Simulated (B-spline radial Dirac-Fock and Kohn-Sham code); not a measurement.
## Dipole and non-dipole photoemission parameters of Ge⁴⁺ 3p3/2

System: Ge⁴⁺ in the configuration 1s2 2s2 2p6 3s2 3p6 3d10; threshold 176.0 eV (orbital energy of the model). The computed values come from a radial atomic solver: Dirac-Hartree-Slater photoionisation with a Latter tail; cross sections with all multipoles, angular parameters from the dipole term and its interference with E2.

For linearly polarised light dσ/dΩ = σ/(4π) [1 + β P₂(cos θ) + (δ + γ cos²θ) sin θ cos φ], with θ from the polarisation vector and φ the angle between the beam and the projection of the electron momentum on the plane normal to the polarisation.

| hν (eV) | σ (kb) | β | γ | δ |
| --- | --- | --- | --- | --- |
| 222 | 502 | 0.653 | 0.143 | 0.047 |
| 240 | 503 | 0.854 | 0.174 | 0.034 |
| 268 | 490 | 1.066 | 0.178 | 0.021 |
| 292 | 465 | 1.188 | 0.161 | 0.013 |
| 300 | 456 | 1.221 | 0.152 | 0.012 |
| 340 | 411 | 1.346 | 0.109 | 0.006 |
| 400 | 346 | 1.457 | 0.051 | 0.002 |
| 444 | 305 | 1.508 | 0.020 | 0.001 |
| 462 | 289 | 1.524 | 0.010 | 0.000 |
| 662 | ? | ? | ? | ? |
| 858 | 104 | 1.627 | 0.019 | 0.004 |
| 918 | 91.7 | 1.626 | 0.037 | 0.004 |
| 1060 | 68.7 | 1.620 | 0.085 | 0.006 |
| 1070 | 67.4 | 1.620 | 0.089 | 0.006 |
| 1720 | 23.1 | 1.552 | 0.327 | 0.014 |
| 2000 | 16.0 | 1.519 | 0.419 | 0.018 |
| 2610 | 8.05 | 1.446 | 0.597 | 0.028 |
| 2984.4 | 5.62 | 1.404 | 0.689 | 0.035 |
| 4000 | 2.49 | 1.299 | 0.894 | 0.054 |
| 5414.7 | 1.03 | 1.176 | 1.106 | 0.081 |
| 5850 | 0.816 | 1.143 | 1.159 | 0.089 |
| 6500 | 0.592 | 1.096 | 1.229 | 0.102 |
| 7850 | 0.330 | 1.010 | 1.349 | 0.129 |
| 8047.8 | 0.305 | 0.998 | 1.365 | 0.132 |

Q: Give the values at 662 eV.

A: σ = 168 kb, β = 1.610, γ = -0.022, δ = 0.002.
